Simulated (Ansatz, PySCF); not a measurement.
Pulling on the O3–H4 bond in FHOSi (SMILES O[Si]F) (multiplicity 1 held, fragments rigid). Energies count from the point at 0.966 Å.
Geometry at that point (charge 0, multiplicity 1):
```tsv
atom	x (Å)	y (Å)	z (Å)
Si	0.0094	0.0060	0.6102
F	-0.7351	1.0256	-0.4174
O	0.7308	-1.0461	-0.4256
H	0.6386	-0.9461	-1.3817
```

Unrestricted levels (U-) break spin symmetry where that is lower. Active spaces are followed from a long bond inwards. Levels need not reach the same state.

Frozen-core correlation. Rows in 6-31G* carry no dispersion term and start afresh at each structure (6-31G* with six Cartesian d functions).

Programs: Ansatz (Gaussian basis) for Hartree–Fock, density functionals and correlated methods; PySCF for 6-31G* rows. Each number belongs to the level named beside it.

Energies in kJ/mol.

| R (Å) | R-HF/6-31G* | U-PBE/cc-pV(T+d)Z | U-B3LYP/6-31G* | FIC-MRCISD+Q on CASSCF(4,3)/cc-pV(T+d)Z |
|---|---|---|---|---|
| 0.773 | 138 | 154 | 156 | 143 |
| 0.869 | 22 | 32 | 32 | 26 |
| 0.966 | 0 | 0 | 0 | 0 |
| 1.062 | (withheld) | 15 | 16 | 21 |
| 1.159 | 78 | 53 | 54 | 66 |
| 1.304 | 172 | 126 | 129 | 148 |
| 1.449 | (withheld) | 199 | 205 | 232 |
| 1.690 | 417 | 305 | 316 | 348 |
| 1.932 | 540 | 378 | 386 | 426 |
| 2.221 | 657 | 418 | 425 | 478 |
| 2.608 | (withheld) | 440 | 445 | 505 |
| 3.090 | 863 | 450 | 453 | 514 |

Question: What belongs in the gaps?

Answer: 
- 2.608, R-HF/6-31G*: 770
- 1.449, R-HF/6-31G*: 269
- 1.062, R-HF/6-31G*: 27

Doubts at one or more of the structures used: a restricted determinant that unrestricted orbitals would lower (R-HF/6-31G*); a spin-contaminated determinant (U-PBE/cc-pV(T+d)Z, U-B3LYP/6-31G*); active orbitals that take no part (FIC-MRCISD+Q on CASSCF(4,3)/cc-pV(T+d)Z).

Ansatz is a program for electronic structure.
